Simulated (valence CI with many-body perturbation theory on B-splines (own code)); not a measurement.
# Energy levels of I20+

Computed by configuration interaction combined with many-body perturbation theory (CI+MBPT): five valence electrons over a frozen Dirac-Fock core [Ar] 3d10, radial functions for each j: 9 s, 9 p, 8 d, 6 f, 3 g, 1 h, with the one-electron correlation potential Σ1, the two-electron term Σ2, the three-electron term Σ3, Breit, model QED; selected CI, second order for the rest (own B-spline code, finite nucleus).

No measured spectrum was set against this ion. As an estimate, levels hold to about 250 cm⁻¹ or 0.2 % of their energy and the worst to 1 %, as in measured heavy ions of charge 2 to 7; those with d or f electrons hold less well. Among the levels kept, up to 300 cm⁻¹ of a level comes from second order outside the variational space, and about a tenth of that is noise between levels of different J, which matters for small intervals.

Levels 1 to 45 of 48, with energies above the lowest level, (4s^2 4p1/2^2 4p3/2) J=3/2. "Leading %" is the weight of the configuration and term that name the level; weights of strongly mixed levels are sums over their largest components and can fall short. In the jj column 3d3/2^4 stands for four electrons in 3d with j = 3/2. Lifetimes count E1, E2, E3, M1 and M2 decay at the calculated energies, and are blank where another channel may lead or the interval is too uncertain; long ones can be off by a factor of two.

| No. | Configuration | Term | J | E (cm⁻¹) | Leading % | Lifetime | g | Leading jj |
| --- | --- | --- | --- | --- | --- | --- | --- | --- |
| 1 | 4s2 4p3 | 4S° | 3/2 | 0 | 43 |  | 1.516 | 4s^2 4p1/2^2 4p3/2 (93 %) |
| 2 | 4s2 4p3 | 2D° | 3/2 | 95699 | 51 | 52.2 μs | 1.353 | 4s^2 4p1/2 4p3/2^2 (94 %) |
| 3 | 4s2 4p3 | 2D° | 5/2 | 119660 | 98 | 256 μs | 1.199 | 4s^2 4p1/2 4p3/2^2 (98 %) |
| 4 | 4s2 4p3 | 2P° | 1/2 | 151780 | 98 | 42.8 μs | 0.664 | 4s^2 4p1/2 4p3/2^2 (98 %) |
| 5 | 4s2 4p3 | 2P° | 3/2 | 248250 | 58 | 16.0 μs | 1.263 | 4s^2 4p3/2^3 (96 %) |
| 6 | 4s 4p4 | 4P | 5/2 | 480650 | 80 | 114 ps | 1.540 | 4s 4p1/2^2 4p3/2^2 (88 %) |
| 7 | 4s 4p4 | 4P | 3/2 | 537430 | 54 | 41.1 ps | 1.427 | 4s 4p1/2^2 4p3/2^2 (60 %) |
| 8 | 4s 4p4 | 4P | 1/2 | 542760 | 60 | 46.0 ps | 2.417 | 4s 4p1/2^2 4p3/2^2 (74 %) |
| 9 | 4s 4p4 | 2D | 3/2 | 605650 | 38 | 48.3 ps | 1.224 | 4s 4p1/2 4p3/2^3 (70 %) |
| 10 | 4s 4p4 | 2D | 5/2 | 635040 | 72 | 56.7 ps | 1.256 | 4s 4p1/2 4p3/2^3 (82 %) |
| 11 | 4s2 4p2 4d | 4F | 3/2 | 664710 | 41 | 56.0 ps | 0.750 | 4s^2 4p1/2^2 4d3/2 (77 %) |
| 12 | 4s 4p4 | 2P | 1/2 | 676050 | 38 | 16.5 ps | 1.464 | 4s 4p1/2 4p3/2^3 (57 %) |
| 13 | 4s 4p4 | 2P | 3/2 | 690000 | 49 | 16.5 ps | 1.091 | 4s 4p1/2 4p3/2^3 (53 %) |
| 14 | 4s2 4p2 4d | 4F | 5/2 | 699630 | 38 | 35.3 ps | 1.166 | 4s^2 4p1/2^2 4d5/2 (75 %) |
| 15 | 4s2 4p2 4d | 2F | 5/2 | 749710 | 58 | 340 ps | 0.943 | 4s^2 4p1/2 4p3/2 4d3/2 (90 %) |
| 16 | 4s2 4p2 4d | 4D | 1/2 | 756640 | 76 | 87.3 ps | 0.328 | 4s^2 4p1/2 4p3/2 4d3/2 (82 %) |
| 17 | 4s2 4p2 4d | 4F | 7/2 | 765370 | 68 | 1.30 ns | 1.161 | 4s^2 4p1/2 4p3/2 4d3/2 (58 %) |
| 18 | 4s2 4p2 4d | 4D | 3/2 | 768560 | 49 | 16.2 ps | 1.032 | 4s^2 4p1/2 4p3/2 4d3/2 (71 %) |
| 19 | 4s2 4p2 4d | 4D | 7/2 | 772140 | 49 | 57.2 ns | 1.279 | 4s^2 4p1/2 4p3/2 4d5/2 (76 %) |
| 20 | 4s2 4p2 4d | 4F | 9/2 | 793960 | 58 |  | 1.241 | 4s^2 4p1/2 4p3/2 4d5/2 (92 %) |
| 21 | 4s 4p4 | 2P | 1/2 | 799570 | 35 | 16.3 ps | 1.179 | 4s 4p3/2^4 (57 %) |
| 22 | 4s2 4p2 4d | 4D | 5/2 | 803880 | 33 | 16.3 ps | 1.192 | 4s^2 4p1/2 4p3/2 4d5/2 (75 %) |
| 23 | 4s2 4p2 4d | 2P | 3/2 | 814920 | 36 | 5.96 ps | 1.209 | 4s^2 4p1/2 4p3/2 4d5/2 (64 %) |
| 24 | 4s2 4p2 4d | 2G | 7/2 | 841360 | 57 | 24.6 ps | 1.041 | 4s^2 4p1/2 4p3/2 4d5/2 (53 %) |
| 25 | 4s2 4p2 4d | 4P | 5/2 | 842020 | 49 | 3.27 ps | 1.418 | 4s^2 4p1/2 4p3/2 4d5/2 (40 %) |
| 26 | 4s2 4p2 4d | 4P | 3/2 | 848810 | 46 | 3.32 ps | 1.455 | 4s^2 4p1/2 4p3/2 4d3/2 (58 %) |
| 27 | 4s2 4p2 4d | 4P | 1/2 | 850310 | 45 | 3.24 ps | 2.035 | 4s^2 4p1/2 4p3/2 4d3/2 (80 %) |
| 28 | 4s2 4p2 4d | 2D | 3/2 | 873810 | 74 | 10.5 ps | 0.886 | 4s^2 4p1/2 4p3/2 4d5/2 (60 %) |
| 29 | 4s2 4p2 4d | 2D | 5/2 | 888360 | 62 | 2.99 ps | 1.100 | 4s^2 4p1/2 4p3/2 4d5/2 (48 %) |
| 30 | 4s2 4p2 4d | 2F | 7/2 | 896450 | 49 | 245 ps | 1.231 | 4s^2 4p3/2^2 4d5/2 (96 %) |
| 31 | 4s2 4p2 4d | 2P | 1/2 | 897590 | 59 | 3.66 ps | 0.963 | 4s^2 4p1/2 4p3/2 4d5/2 (55 %) |
| 32 | 4s2 4p2 4d | 2G | 9/2 | 907900 | 58 | 34.1 μs | 1.201 | 4s^2 4p3/2^2 4d5/2 (91 %) |
| 33 | 4s2 4p2 4d | 2P | 1/2 | 926190 | 68 | 5.23 ps | 1.042 | 4s^2 4p3/2^2 4d3/2 (46 %) |
| 34 | 4s2 4p2 4d | 2D | 3/2 | 937720 | 49 | 3.08 ps | 1.093 | 4s^2 4p3/2^2 4d3/2 (78 %) |
| 35 | 4s2 4p2 4d | 2D | 5/2 | 944240 | 38 | 2.86 ps | 1.185 | 4s^2 4p3/2^2 4d3/2 (59 %) |
| 36 | 4s2 4p2 4d | 2D | 5/2 | 970860 | 85 | 136 ps | 1.204 | 4s^2 4p3/2^2 4d5/2 (92 %) |
| 37 | 4s2 4p2 4d | 2F | 7/2 | 973250 | 85 | 2.43 ps | 1.122 | 4s^2 4p3/2^2 4d3/2 (69 %) |
| 38 | 4s2 4p2 4d | 2P | 3/2 | 987620 | 52 | 3.63 ps | 1.145 | 4s^2 4p3/2^2 4d3/2 (44 %) |
| 39 | 4s2 4p2 4d | 2S | 1/2 | 991640 | 45 | 3.58 ps | 1.900 | 4s^2 4p3/2^2 4d5/2 (44 %) |
| 40 | 4s2 4p2 4d | 2D | 3/2 | 1023800 | 75 | 3.18 ps | 0.940 | 4s^2 4p3/2^2 4d5/2 (54 %) |
| 41 | 4s2 4p2 4d | 2D | 5/2 | 1037800 | 55 | 2.68 ps | 1.100 | 4s^2 4p3/2^2 4d5/2 (77 %) |
| 42 | 4p5 | 2P° | 3/2 | 1071400 | 72 | 22.7 ps | 1.332 | 4p1/2^2 4p3/2^3 (72 %) |
| 43 | 4s 4p3 4d | 6D° | 1/2 | 1107500 | 76 | 281 ps | 3.080 | 4s 4p1/2^2 4p3/2 4d3/2 (65 %) |
| 44 | 4s 4p3 4d | 6D° | 5/2 | 1109400 | 64 | 191 ps | 1.506 | 4s 4p1/2^2 4p3/2 4d3/2 (64 %) |
| 45 | 4s 4p3 4d | 6D° | 3/2 | 1110200 | 74 | 119 ps | 1.710 | 4s 4p1/2^2 4p3/2 4d3/2 (60 %) |

The ionisation energy to 4s2 4p2 3P_0 of the next ion comes out as 603.06 eV (NIST: 601 ± 4 eV (theoretical)). All 48 levels together are meant to be complete up to 1157600 cm⁻¹.
